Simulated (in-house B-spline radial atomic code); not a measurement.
A fraction x of an electron is removed from 2s in O V (O4+), starting from [He] 2s2 and keeping the highest spin. Computed with an all-electron radial atomic-structure program (B-spline basis): scalar-relativistic (X2C) LDA exchange-only, spin-polarised, spherical fractional occupations, Fermi nucleus of rms radius 2.6991 fm.

```tsv
x	E(x) - E(0) (eV)	2s down level (eV)
0	0.0000	-100.528
0.12	12.2115	-102.992
0.21	21.5631	-104.818
0.29	30.0129	-106.422
0.44	46.1975	-109.354
0.5	52.7929	-110.491
0.56	59.4558	-111.600
0.73	78.6809	-114.507
0.83	90.2053	-115.927
0.94	103.0172	-116.821
1	110.0113	-
```

The exact functional would give a straight line between the two integer points. Deviations E(x) - E(0) - x[E(1) - E(0)], in eV: -0.99 at x = 0.12, -1.539 at x = 0.21, -1.89 at x = 0.29, -2.207 at x = 0.44, -2.213 at x = 0.5, -2.151 at x = 0.56, -1.627 at x = 0.73, -1.104 at x = 0.83, -0.393 at x = 0.94.

The curve lies below the straight line by up to 2.213 eV (at x = 0.5): convex, the delocalisation error that favours fractional charges.

(1) How well does Slater's transition state (minus the level at half occupation) give the ionisation energy?

Answers

(1) It gives 110.491 eV against 110.011 eV from the two total energies; NIST lists 113.90 eV, ground level to ground level.
